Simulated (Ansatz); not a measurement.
`N/[C]([AlH2])=C\C=O` + `[SiH3]S` → `[AlH2][S][SiH3]` + `N/C=C/C=O`  (ligand exchange at the Al–C bond)

Isolated molecules relaxed with PBE0-D4/def2-TZVP in Ansatz; ΔE leaves out vibrations. CCSD(T)/CBS is the MP2 limit (def2-TZVPP, def2-QZVPP) plus CCSD(T) − MP2 in def2-TZVPP, frozen cores. Double bonds are as drawn, so ΔE can hold a change between cis and trans. Functionals use def2-TZVPP. One conformer a species, not always the lowest.

| species | PBE0-D4 energy (Eh) |
| --- | --- |
| `N/[C]([AlH2])=C\C=O` | -490.00454 |
| `[SiH3]S` | -689.86552 |
| `[AlH2][S][SiH3]` | -932.81972 |
| `N/C=C/C=O` | -247.10420 |

Task: Work out ΔE.

Result: ΔE = (-932.81972) + (-247.10420) − (-490.00454) − (-689.86552) = -0.05386 Eh = -1.47 eV. CCSD(T)/CBS gives -1.43 eV.

Largest T1 diagnostic among the species: 0.016.

From PBE to PBE0 (25 % exact exchange), in def2-TZVPP and without D4, ΔE moves by −0.05 eV. In def2-TZVPP, CCSD(T) changes the Hartree–Fock value by +0.14 eV (the triples alone add +0.01 eV) and MP2 by +0.08 eV.
